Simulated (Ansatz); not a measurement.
Start from `[CH3][Ga]([F])[SeH]` and change one atom or group to get `[CH3][GaH][F]`.

Ansatz, PBE0-D4/def2-TZVP geometries, multiplicity 1. Each molecule was computed in one conformer, which needn't be the lowest.

Scalar relativity is left out up to krypton. Spin–orbit coupling is left out; it splits and shifts lone-pair levels of the heavy atoms by tenths of an eV.

```
                                        property  `[CH3][Ga]([F])[SeH]`
           LUMO energy (ωB97M-V/def2-TZVPP) / eV                   0.91
size of the dipole moment (B3LYP/def2-TZVPP) / D                   2.11
             HOMO energy (B3LYP/def2-TZVPP) / eV                  -7.20
               HOMO energy (PBE/def2-TZVPP) / eV                  -6.30
  size of the dipole moment (PBE/def2-TZVPP) / D                   2.01
             LUMO energy (B3LYP/def2-TZVPP) / eV                  -1.05
```

Q: Give the same properties after the change, and the shifts. (An estimate is asked.)

A: Computed: 
```tsv
property	`[CH3][GaH][F]`	shift
LUMO energy (ωB97M-V/def2-TZVPP) / eV	0.56	-0.35
size of the dipole moment (B3LYP/def2-TZVPP) / D	2.66	0.55
HOMO energy (B3LYP/def2-TZVPP) / eV	-8.22	-1.02
HOMO energy (PBE/def2-TZVPP) / eV	-7.08	-0.78
size of the dipole moment (PBE/def2-TZVPP) / D	2.53	0.52
LUMO energy (B3LYP/def2-TZVPP) / eV	-1.43	-0.38
```

With PBE0 the HOMO falls by 1.00 eV and the LUMO falls by 0.33 eV, so the gap widens by about 0.67 eV. PBE moves the HOMO by -0.78 eV and ωB97M-V by -1.07 eV. Dipoles are sizes alone; their direction can turn.

B3LYP here is the variant with VWN-RPA as its local correlation; programs differ in this.
